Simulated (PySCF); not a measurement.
How methods differ on the ionisation energy of Be⁺

Be⁺ [He] 2s1 (2S) → Be²⁺ 1s2 (1S), as a difference of total energies. Computed with PySCF 2.14 in x2c-QZVPPall (7s4p2d1f, 36 functions), with the spin-free X2C one-electron Hamiltonian (Gaussian nucleus). Correlated levels: valence and next inner shell: nothing frozen. The calculations carry no spin-orbit coupling.

```json
{"method": "UHF", "ionisation energy (eV)": "18.130"}
{"method": "MP2 (valence and next inner shell)", "ionisation energy (eV)": "18.168"}
{"method": "SCS-MP2 (valence and next inner shell)", "ionisation energy (eV)": "18.162"}
{"method": "CCSD (valence and next inner shell)", "ionisation energy (eV)": "18.176"}
{"method": "CCSD(T) (valence and next inner shell)", "ionisation energy (eV)": "18.176"}
{"method": "CCSDT (valence and next inner shell)", "ionisation energy (eV)": "18.176"}
```

Task: How much does correlation contribute at CCSD(T) (valence and next inner shell)?

Result: 18.176 − (18.130) = 0.046 eV, measured against UHF.

Errors of the correlated levels include the incompleteness of this basis.

For comparison: 18.211 eV (measured; NIST Atomic Spectra Database, ionization energies).
